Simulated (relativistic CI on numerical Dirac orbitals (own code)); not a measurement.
# Electric-dipole lines of Hf²⁶⁺

Method of calculation: Dirac-Coulomb-Breit CI, orbitals from a KLI potential per configuration, a model potential for QED, unscaled Slater integrals (own radial code, finite nucleus).

Configurations in the expansion (outside the closed core [Ar] 3d10): 4s²4p⁶4d¹⁰, 4s²4p⁶4d⁹4f, 4s²4p⁵4d¹⁰4f, 4s4p⁶4d¹⁰4f, 4s²4p⁶4d⁹5s, 4s²4p⁶4d⁹5p, 4s²4p⁶4d⁹5d, 4s²4p⁵4d¹⁰5s, 4s²4p⁶4d⁹5f, 4s²4p⁵4d¹⁰5p, 4s²4p⁶4d⁹6s, 4s²4p⁶4d⁹5g, 4s²4p⁶4d⁹6p, 4s²4p⁵4d¹⁰5d, 4s4p⁶4d¹⁰5s, 4s²4p⁶4d⁹6d, 4s²4p⁶4d⁹6f, 4s4p⁶4d¹⁰5p, 4p⁶4d¹⁰4f², 4p⁶4d⁹4f³, 4p⁵4d¹⁰4f³, 4p⁶4d⁹4f²5s, 4p⁶4d⁹4f²5p, 4p⁶4d⁹4f²5d. Double excitations out of closed p, d and f shells are left out; levels of such configurations are missing from the list, as are those of other unlisted configurations, and high levels can miss mixing partners. These lack a partner that the ground configuration has and come out too high: 4s²4p⁵4d¹⁰5s, 4s²4p⁶4d⁹5f, 4s²4p⁵4d¹⁰5p, 4s²4p⁶4d⁹6s, 4s²4p⁶4d⁹5g.

```
λ vac (nm)                  Lower                   Upper   A (s⁻¹)        gf  Branching (%)
    2.2800     4s²4p⁶4d¹⁰ ¹S0 [1]   4s²4p⁶4d⁹5f ¹P°1 [88]  3.97e+12  9.29e-01           95.5
    2.3338     4s²4p⁶4d¹⁰ ¹S0 [1]   4s²4p⁶4d⁹5f ¹P°1 [78]  4.87e+12  1.19e+00           96.8
    3.0353   4s²4p⁶4d⁹4f ³P°0 [2]   4s²4p⁶4d⁹5g ³D1 [104]  2.00e+12  8.29e-01           40.9
    3.0416   4s²4p⁶4d⁹4f ³P°1 [3]   4s²4p⁶4d⁹5g ³D2 [105]  2.19e+12  1.52e+00           47.1
    3.0618   4s²4p⁶4d⁹4f ³P°2 [4]   4s²4p⁶4d⁹5g ³D3 [110]  2.51e+12  2.47e+00           50.1
    3.0678  4s²4p⁶4d⁹4f ³H°4 [14]   4s²4p⁶4d⁹5g ³I5 [121]  4.35e+12  6.75e+00           92.7
    3.0702   4s²4p⁶4d⁹4f ³P°2 [4]   4s²4p⁶4d⁹5g ³D2 [105]  1.77e+12  1.25e+00           38.1
    3.0723   4s²4p⁶4d⁹4f ³H°5 [5]   4s²4p⁶4d⁹5g ³I6 [109]  4.39e+12  8.08e+00           94.1
    3.0745  4s²4p⁶4d⁹4f ¹D°2 [15]   4s²4p⁶4d⁹5g ³D3 [120]  3.04e+12  3.02e+00           58.9
    3.0769  4s²4p⁶4d⁹4f ³F°2 [16]   4s²4p⁶4d⁹5g ³G3 [123]  3.20e+12  3.18e+00           65.6
    3.0803   4s²4p⁶4d⁹4f ³F°3 [7]   4s²4p⁶4d⁹5g ³G4 [112]  2.79e+12  3.57e+00           57.8
    3.0828   4s²4p⁶4d⁹4f ¹D°2 [8]   4s²4p⁶4d⁹5g ³G3 [111]  2.87e+12  2.86e+00           59.4
    3.0834   4s²4p⁶4d⁹4f ³G°4 [9]   4s²4p⁶4d⁹5g ¹H5 [114]  1.86e+12  2.92e+00           40.0
    3.0841   4s²4p⁶4d⁹4f ³G°4 [9]   4s²4p⁶4d⁹5g ³G5 [113]  1.76e+12  2.77e+00           37.2
    3.0851   4s²4p⁶4d⁹4f ³H°6 [6]   4s²4p⁶4d⁹5g ³I7 [107]  4.60e+12  9.85e+00           98.4
    3.0966  4s²4p⁶4d⁹4f ³G°3 [18]   4s²4p⁶4d⁹5g ³G4 [124]  2.58e+12  3.33e+00           53.6
    3.0975  4s²4p⁶4d⁹4f ¹H°5 [17]   4s²4p⁶4d⁹5g ³I6 [122]  4.51e+12  8.43e+00           97.2
    3.1005  4s²4p⁶4d⁹4f ³F°4 [10]   4s²4p⁶4d⁹5g ¹H5 [114]  2.11e+12  3.35e+00           45.4
    3.1013  4s²4p⁶4d⁹4f ³F°4 [10]   4s²4p⁶4d⁹5g ³G5 [113]  1.75e+12  2.77e+00           36.9
    3.1087  4s²4p⁶4d⁹4f ¹F°3 [20]   4s²4p⁶4d⁹5g ³H4 [126]  2.02e+12  2.64e+00           43.4
    3.1088  4s²4p⁶4d⁹4f ³G°4 [19]   4s²4p⁶4d⁹5g ³H5 [125]  4.17e+12  6.64e+00           89.5
    3.1121  4s²4p⁶4d⁹4f ³D°1 [13]   4s²4p⁶4d⁹5g ³F2 [117]  2.51e+12  1.82e+00           56.1
    3.1125  4s²4p⁶4d⁹4f ³G°5 [11]   4s²4p⁶4d⁹5g ³H6 [115]  4.02e+12  7.60e+00           87.0
    3.1163  4s²4p⁶4d⁹4f ³D°3 [12]   4s²4p⁶4d⁹5g ¹G4 [116]  3.30e+12  4.32e+00           70.6
    5.0753     4s²4p⁶4d¹⁰ ¹S0 [1]   4s²4p⁶4d⁹4f ¹P°1 [21]  5.96e+12  6.90e+00          100.0
    5.1711  4s²4p⁶4d⁹4f ¹H°5 [17]   4s²4p⁵4d¹⁰4f ³G4 [49]  1.19e+12  4.30e+00           61.7
    5.1797  4s²4p⁶4d⁹4f ³H°4 [14]   4s²4p⁵4d¹⁰4f ³G3 [46]  1.21e+12  3.40e+00           62.4
    6.6814  4s²4p⁶4d⁹4f ³F°4 [10]   4s²4p⁵4d¹⁰4f ³F4 [36]  2.68e+11  1.62e+00           28.8
    6.7298   4s²4p⁶4d⁹4f ³H°5 [5]   4s²4p⁵4d¹⁰4f ³G4 [31]  7.01e+11  4.29e+00           76.1
    6.7360  4s²4p⁶4d⁹5p ³F°4 [37]   4s²4p⁵4d¹⁰5p ³D3 [96]  8.69e+11  4.14e+00           77.2
    6.7438   4s²4p⁶4d⁹5s ³D3 [22]  4s²4p⁵4d¹⁰5s ³P°2 [68]  8.66e+11  2.95e+00           85.7
    6.7441  4s²4p⁶4d⁹4f ³G°5 [11]   4s²4p⁵4d¹⁰4f ³F4 [36]  5.29e+11  3.24e+00           56.7
    6.7463   4s²4p⁶4d⁹4f ³H°6 [6]   4s²4p⁵4d¹⁰4f ³G5 [33]  6.85e+11  5.14e+00           75.2
    6.7759   4s²4p⁶4d⁹4f ³G°4 [9]   4s²4p⁵4d¹⁰4f ³F3 [34]  4.57e+11  2.20e+00           50.2
    13.702  4s²4p⁶4d⁹5p ³F°2 [30]    4s²4p⁶4d⁹5d ³G3 [61]  1.83e+11  3.60e+00           42.9
    13.776  4s²4p⁶4d⁹5p ³F°3 [27]    4s²4p⁶4d⁹5d ³G4 [51]  1.83e+11  4.69e+00           37.4
    15.015   4s²4p⁶4d⁹5d ³G3 [61]   4s²4p⁶4d⁹5f ³H°4 [87]  1.99e+11  6.05e+00           93.3
    15.045   4s²4p⁶4d⁹5d ³G4 [51]   4s²4p⁶4d⁹5f ³H°5 [73]  1.96e+11  7.32e+00           93.5
    15.713   4s²4p⁶4d⁹5d ³G5 [55]   4s²4p⁶4d⁹5f ³H°6 [74]  1.88e+11  9.03e+00           99.6
    15.743   4s²4p⁶4d⁹5d ³G4 [64]   4s²4p⁶4d⁹5f ³H°5 [91]  1.86e+11  7.61e+00           99.1
    15.753   4s²4p⁶4d⁹5d ³F4 [58]   4s²4p⁶4d⁹5f ³G°5 [81]  1.56e+11  6.39e+00           82.0
    17.374  4s²4p⁶4d⁹5p ³F°4 [37]    4s²4p⁶4d⁹5d ³G5 [55]  1.17e+11  5.82e+00           31.8
    17.387  4s²4p⁶4d⁹5p ³F°3 [43]    4s²4p⁶4d⁹5d ³G4 [64]  1.17e+11  4.79e+00           34.6
    19.197   4s²4p⁶4d⁹5s ³D3 [22]   4s²4p⁶4d⁹5p ³F°4 [37]  6.44e+10  3.20e+00          100.0
    20.752  4s²4p⁶4d⁹5f ³H°6 [74]   4s²4p⁶4d⁹5g ³I7 [107]  7.54e+10  7.30e+00            1.6
```

Terms are leading LS components. Brackets give the number of a level in order of energy, since labels repeat. The list gives strong lines, with weight on those to low levels, without lines whose two gauges differ by over a factor of 2.5, among the lowest 197 of 2670 levels, so that lines to higher ones, which can be the strongest, are missing. Levels whose partners in the same complex of configurations lie outside the list can be far off, and so can their lines. Rates are taken at the computed energies, electric ones in the length gauge.

At this charge energies of transitions that change n are usually good to better than 1 %, and those within a shell (Δn = 0) to a few per cent.

LS names give the leading component of a level, which can be under half, so a name can repeat, a term be missing and a line seem to break the LS rules.
